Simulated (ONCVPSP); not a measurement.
# How hard is this Rb (Z = 37) ONCV potential?

* Element: Rb
* Generator: ONCVPSP 4.0.1
* Type: optimised norm-conserving Vanderbilt (ONCV)
* Functional: PBE
* Relativity: scalar-relativistic
* Frozen core: [Ar] 3d10
* Valence charge: 9
* Reference configuration: 4s2 4p6 5p1
* Partial waves: 4s: rc 2.00 bohr, ncon 3, nbas 8, qcut 8 1/bohr, 1 projector; 4p+5p: rc 2.90 bohr, ncon 5, nbas 9, qcut 4.9 1/bohr, 2 projectors; d scattering state at 0.03 Ha: rc 2.60 bohr, ncon 4, nbas 8, qcut 4.2 1/bohr, 2 projectors, debl 0.5 Ha
* Local potential: polynomial inside 1.65 bohr (lpopt 5, dvloc0 1 Ha)
* Core correction: Teter function, fcfact 4.25, rcfact 1.15

Question: For each optimised wave give the share of its norm inside rc, the residual kinetic energy above qcut (Ha) and the cutoffs (Ha) for errors of 10, 1, 0.1 and 0.01 mHa per electron.

Answer:

```json
{"wave": "4s", "norm inside rc": "0.861", "residual KE": "4.2e-09", "10 mHa": "12.7", "1 mHa": "17.1", "0.1 mHa": "20.9", "0.01 mHa": "24.0"}
{"wave": "4p", "norm inside rc": "0.944", "residual KE": "8.3e-08", "10 mHa": "5.0", "1 mHa": "6.9", "0.1 mHa": "8.5", "0.01 mHa": "9.8"}
{"wave": "5p", "norm inside rc": "0.023", "residual KE": "4.5e-07", "10 mHa": "2.4", "1 mHa": "4.5", "0.1 mHa": "6.4", "0.01 mHa": "7.6"}
{"wave": "d projector 1", "norm inside rc": "0.378", "residual KE": "8.3e-05", "10 mHa": "4.8", "1 mHa": "6.8", "0.1 mHa": "9.1", "0.01 mHa": "29.2"}
{"wave": "d projector 2", "norm inside rc": "0.276", "residual KE": "2.6e-04", "10 mHa": "5.9", "1 mHa": "7.9", "0.1 mHa": "9.7", "0.01 mHa": "21.5"}
```

The occupied waves need 17 Ha and 21 Ha for 1 and 0.1 mHa.
